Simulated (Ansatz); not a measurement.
Reaction (redistribution): `C#[C][AlH][GeH3]` + `C[S][GeH3]` → `[GeH3][S][GeH3]` + `C#[C][AlH][CH3]`

Calculated with Ansatz (gas phase, PBE0-D4/def2-TZVP geometries, no zero-point term in ΔE). CCSD(T)/CBS adds triple-zeta CCSD(T) − MP2 to the extrapolated MP2 energy (def2 sets, frozen cores). This one scheme is used for every species. Functionals use def2-TZVPP. HSE06 is defined as in plane-wave codes. For Ge outer-core shells are correlated without core-valence functions, which leaves a few kJ/mol of doubt a bond. Scalar relativity is left out up to krypton.

Problem. Is it downhill or uphill in electronic energy at CCSD(T)/CBS, and by how much? (Best estimate.)

Solution. Ansatz gave: Downhill: ΔE = -0.82 eV.

Problem. What do these levels give: PBE-D4, BHLYP-D4, ωB97M-V, BLYP, PBE0, r2SCAN0, HSE06, BHLYP, RPA@PBE/def2-TZVPP, HF/def2-SVP, CCSD(T)/def2-SVP, CCSD/CBS(def2)? (Best estimate.)

Solution. The calculation gave: PBE-D4 -0.72, BHLYP-D4 -0.85, ωB97M-V -0.85, BLYP -0.73, PBE0 -0.75, r2SCAN0 -0.83, HSE06 -0.75, BHLYP -0.82, RPA@PBE/def2-TZVPP -0.78, HF/def2-SVP -0.89, CCSD(T)/def2-SVP -0.80, CCSD/CBS(def2) -0.82 eV.

Largest T1 diagnostic among the species: 0.013.

From BLYP to BHLYP (50 % exact exchange), in def2-TZVPP and without D4, ΔE moves by −0.09 eV. Leaving LDA and LC-ωPBE aside and taking each functional with its dispersion term where it has one, the values, not all of them listed here, spread over 0.17 eV, from B97M-V to revPBE-D4.
